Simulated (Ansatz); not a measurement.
`CCCl` + `O[SiH2]O` → `O[SiH](O)CCl` + CH₄  (formal exchange of groups at a C–C bond)

Calculated with Ansatz (gas phase, PBE0-D4/def2-TZVP geometries, no zero-point term in ΔE). CCSD(T)/CBS is the MP2 limit (def2-TZVPP, def2-QZVPP) plus CCSD(T) − MP2 in def2-TZVPP, frozen cores. This one scheme is used for every species. DFT in def2-TZVPP. B3LYP here is the variant with VWN-RPA as its local correlation; programs differ in this. One conformer a species, not always the lowest.

| level | ΔE (kJ/mol) |
| --- | --- |
| PBE0-D4 | -41.4 |
| B3LYP-D4 | -42.3 |
| ωB97X-V | -39.1 |
| PBE0 | -37.9 |
| HF/def2-TZVPP | -30.3 |
| SCS-MP2/def2-TZVPP | -35.6 |
| HF/def2-QZVPP | -29.9 |
| MP2/CBS(def2) | -41.2 |

Question: What does CCSD(T)/CBS give? (An estimate is asked.)

Answer: The calculation gave: -40.6 kJ/mol. The listed levels differ from it by -0.8, -1.7, 1.5, 2.7, 10.3, 5.0, 10.7, -0.6 kJ/mol.

Largest T1 diagnostic among the species: 0.011.

The D4 term adds −6.3 kJ/mol with B3LYP and −3.6 kJ/mol with PBE0; it sums over pairs of atoms, weighted by their polarisabilities, and B3LYP, whose exchange is more repulsive, gets the larger term. In def2-TZVPP, CCSD(T) changes the Hartree–Fock value by −8.7 kJ/mol (the triples alone add −1.5 kJ/mol) and MP2 by −9.3 kJ/mol.
